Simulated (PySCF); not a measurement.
Computed vibrations of [HgH3(H2O)]−

[HgH3(H2O)]− (singlet). PySCF 2.14.0, RKS PBE0, Hg def2-SVP with ECP60, H def2-SVP, O def2-SVP; non-relativistic Hamiltonian with scalar-relativistic core potentials where named; density fitting; no spin-orbit coupling. Central differences of gradients.

```xyz
7

Hg    0.1730   -0.0935    0.1880
H     1.5247    0.0343    1.2826
H    -1.5332    0.2212    0.6490
H     0.3254   -0.5612   -1.5414
O    -1.9916    1.1060   -2.1779
H    -2.1799    0.9425   -1.2407
H    -1.2064    0.5402   -2.2637
```

Run from Python with OMP_NUM_THREADS=2. Where DIIS fails, smearing, a level shift and second-order steps follow.
It took 47 s on 2 threads of Arm Neoverse V2 (shared host).

Question: What are the harmonic wavenumbers and infrared intensities?

Answer: Negative numbers are unstable modes, those under 60 cm⁻¹ near the noise; a finer grid moves soft modes by up to 10 cm⁻¹.
```
cm⁻¹  km/mol  symmetry
 -32       –          
 125    47.5          
 180    13.4          
 344     6.4          
 387    78.4          
 451   196.3          
 464   265.3          
 559   216.5          
 664   324.4          
1408   640.1          
1487   581.8          
1634   255.5          
1707   181.3          
3745   191.2          
3788    51.3
```

Question: Is this a minimum?

Answer: Probably not: 1 unstable, though so soft as to be near the noise; the lowest moves the atoms so:
```
Hg   0.01  0.00  0.01
H   -0.19 -0.64  0.34
H    0.04  0.44 -0.13
H    0.15  0.33 -0.04
O   -0.14  0.02 -0.11
H    0.01  0.16 -0.06
H   -0.06  0.13 -0.11
```
